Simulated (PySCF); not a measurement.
```xyz
4
charge 0 multiplicity 1, angstrom
Pb    0.0000    0.0000    0.8333
O     0.0000    0.0000    2.7828
I     2.2474    0.0000   -0.8594
I    -2.2474    0.0000   -0.8594
```

Computed with B3LYP/[Pb def2-SVP with ECP60, O def2-SVP, I def2-SVP with ECP28], scalar-relativistic core potentials, density fitting, no spin–orbit coupling, PySCF.

This geometry of PbOI₂ is a stationary point at this level.

Task: What is the point group?

Result: C2v.

Task: Is it a minimum?

Result: Yes: all harmonic wavenumbers are real, though the softest, 45 cm⁻¹, leaves little margin.

Task: List the harmonic modes with their infrared intensities.

Result: 
```csv
symmetry,ω (cm⁻¹),IR (km/mol),type
a1,45,0.3,bend
b1,77,11.7,bend
b2,99,30.6,bend
a1,150,3.7,stretch
b2,164,33.4,stretch
a1,687,17.9,stretch
```

Task: What are the dipole moment and the gap between the highest occupied and lowest empty levels?

Result: 2.38 D and 2.91 eV.

Task: Give the ideal-gas entropy at 298.15 K and 1 bar by parts.

Result: translation 185.8, rotation 129.0, vibration 75.1, spin 0.0; total 389.9 J/(mol K).

In C2v the vibrations span 3a1 + b1 + 2b2. Here b1 is antisymmetric to the molecular plane and b2 lies in it.

This need not be the most stable arrangement of these atoms. No spin–orbit coupling is included, which matters more the heavier the element.
